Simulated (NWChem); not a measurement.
# BH2Cl; SMILES BCl

Program: NWChem. Pople sets run with spherical d functions. The geometry was optimised at PBE0-D3(BJ)/def2-TZVP. B3LYP is NWChem's, with the RPA form of VWN correlation. Vertical excitations in the gas phase; the lowest state need not have the same character in each row.

```
level                                     lowest excitation, singlet (eV)  oscillator strength of that lowest state  lowest state with f > 0.02, singlet (eV)  lowest triplet (eV)  orbital gap (eV)
----------------------------------------  -------------------------------  ----------------------------------------  ----------------------------------------  -------------------  ----------------
PBE/6-31+G*, TDA                                                     4.61                                     0.000                                      7.23                 4.23              4.48
B3LYP/6-31+G*, TDA                                                   4.99                                     0.000                                      7.48                 4.62              6.41
Hartree-Fock/6-31+G*, CIS                                             [?]                                     0.000                                       [?]                  [?]               [?]
LDA (Slater exchange, VWN5)/6-31+G*, TDA                             4.45                                     0.000                                      7.25                 4.11              4.27
```

Task: Some entries are withheld; supply them.

Result: 
- Hartree-Fock/6-31+G*, CIS, lowest excitation, singlet (eV): 6.27
- Hartree-Fock/6-31+G*, CIS, lowest state with f > 0.02, singlet (eV): 8.88
- Hartree-Fock/6-31+G*, CIS, lowest triplet (eV): 5.66
- Hartree-Fock/6-31+G*, CIS, orbital gap (eV): 13.18
